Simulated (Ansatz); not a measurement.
Relaxation of FGe2H6 (9 atoms, charge 0, multiplicity 2), to a largest force component of 0.03 eV/Å in at most 50 steps.

Computed with UKS PBE0-D4/def2-SVP in Ansatz.

```xyz
9
Properties=species:S:1:pos:R:3:forces:R:3
Ge -0.276 -0.150 -0.392 -0.02 -0.01 0.02
H 0.361 -0.417 2.270 -0.03 -0.04 -0.05
Ge 2.129 -0.005 -0.616 0.03 0.01 -0.01
H 2.738 -1.391 -0.330 -0.01 0.02 0.01
H 2.514 0.409 -2.054 -0.01 -0.02 0.04
H 2.678 1.020 0.385 -0.01 0.00 -0.03
H -0.981 1.212 -0.235 0.00 0.01 0.00
H -0.983 -0.984 -1.484 0.01 0.01 0.00
F 0.876 0.306 2.529 0.04 0.02 0.02
```

Problem. Where does it end, and by what steps?

Solution. The forces met the threshold. After 12 steps the energy has fallen by 0.022 eV; H4 moved furthest, 0.44 Å.

| step | energy less start (eV) | largest force component (eV/Å) | accepted |
| --- | --- | --- | --- |
| 0 | 0.0000 | 0.045 | yes |
| 1 | 0.0142 | 0.831 | no |
| 2 | -0.0030 | 0.264 | yes |
| 3 | -0.0083 | 0.210 | yes |
| 4 | -0.0149 | 0.148 | yes |
| 5 | -0.0179 | 0.139 | yes |
| 6 | -0.0205 | 0.077 | yes |
| 7 | -0.0213 | 0.044 | yes |
| 8 | -0.0216 | 0.079 | yes |
| 9 | -0.0220 | 0.042 | yes |
| 10 | -0.0223 | 0.035 | yes |
| 11 | -0.0224 | 0.036 | yes |
| 12 | -0.0224 | 0.021 | yes |

```xyz
9
Properties=species:S:1:pos:R:3
Ge -0.320 -0.074 -0.399
H 0.473 -0.592 2.054
Ge 2.095 0.038 -0.555
H 2.708 -1.222 0.078
H 2.525 0.096 -2.036
H 2.589 1.289 0.181
H -1.003 1.294 -0.203
H -1.024 -0.860 -1.526
F 1.013 0.031 2.480
```

Whether the end is a true minimum wasn't checked by a vibrational analysis.

Time of the run: 24 s on 4 threads of Intel(R) Xeon(R) Platinum 8488C (Sapphire Rapids), on a shared host, peak memory 0.42 GiB.
